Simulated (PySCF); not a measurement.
Compound: C3H7F2Si2 (doublet state).
Cartesian coordinates in Å at the GFN2-xTB level; atoms count from 1:
```
atom  x, y, z in Å
C1     2.6994   -1.1509   -0.0089
C2     1.6033   -0.7003    0.4837
Si3    0.1333    0.0939   -0.5042
Si4   -1.8678   -1.0696   -0.3317
C5    -0.0764    1.7925    0.4292
F6    -1.0794    2.5213   -0.1435
F7    -0.4723    1.5675    1.7170
H8     3.1320   -1.2613   -0.9775
H9     1.4091   -0.7224    1.5501
H10    0.6309    0.5139   -1.8230
H11   -1.7242   -2.3652   -1.0031
H12   -2.9797   -0.3534   -0.9592
H13   -2.2133   -1.3134    1.0711
H14    0.8044    2.4469    0.4777
```

The hyperfine couplings belong to this conformer and change with its torsions.

As a line formula: `[H]/[C]=C\[Si@@H]([SiH3])C(F)F` [radical].

Method used: UKS B3LYP, pcH-1 on C F H Si, non-relativistic, mean-field spin-orbit, GIAO in PySCF 2.14.0. Geometry: GFN2-xTB, one conformer, isolated molecule. A GFN2-xTB geometry isn't a minimum of the functional, and hyperfine couplings can be far from their values at a DFT geometry. No stability test was run, so a lower SCF solution isn't excluded.

Q: Predict the first-order ENDOR lines of C1, C2, C5, F6, H9, H8, H10, H11/H12/H13, Si3 and Si4 under fast tumbling at B = 3353.7 mT (W band).

A: For S = 1/2 in fast tumbling each set of equivalent nuclei gives two lines, ν± = |νn ± a/2| to first order, with νn = g_N μN B/h and μN/h = 7.62259 MHz/T.

```
     nuclei  isotope      g_N  νn (MHz)  a_iso (MHz)  lower line (MHz)  upper line (MHz)
         C1      13C   1.4048     35.91       297.76            112.97            184.79
         C2      13C   1.4048     35.91       -27.70             22.06             49.76
         C5      13C   1.4048     35.91         5.03             33.40             38.43
         F6      19F   5.2577    134.41        26.11            121.35            147.46
         H9       1H   5.5857    142.79       147.43             69.08            216.50
         H8       1H   5.5857    142.79        57.25            114.17            171.41
        H10       1H   5.5857    142.79        -4.08            140.75            144.83
H11/H12/H13       1H   5.5857    142.79         2.34            141.62            143.96
        Si3     29Si  -1.1106     28.39      -130.26             36.74             93.52
        Si4     29Si  -1.1106     28.39        -6.02             25.38             31.40
```

The rows for 13C and 29Si, of low natural abundance, apply to labelled samples.

Q: Which pairs are centred on the nuclear Larmor frequency, and which on half the coupling?

A: Centred on νn, since |a| < 2νn: C2, C5, F6, H9, H8, H10, H11/H12/H13 and Si4. Centred on |a|/2 and split by 2νn: C1 and Si3.

Q: At what field would the lower line of F6 fall to zero frequency?

A: Where νn = |a|/2, that is B = 13.06 MHz/(5.2577 × 7.62259 MHz/T) = 326 mT, as far as first order holds there.

Couplings of abundant isotopes left out: F7 (1.4 MHz).

Means are taken over nuclei equivalent by connectivity, which assumes that they swap fast. The three 1H nuclei of mean +2.3 MHz run from -0.8 to 8.6 MHz in the frozen geometry.

The Mulliken spin populations are largest on C1 (+0.96), C2 (-0.16) and Si3 (+0.11). No atom but C1 exceeds +0.15.
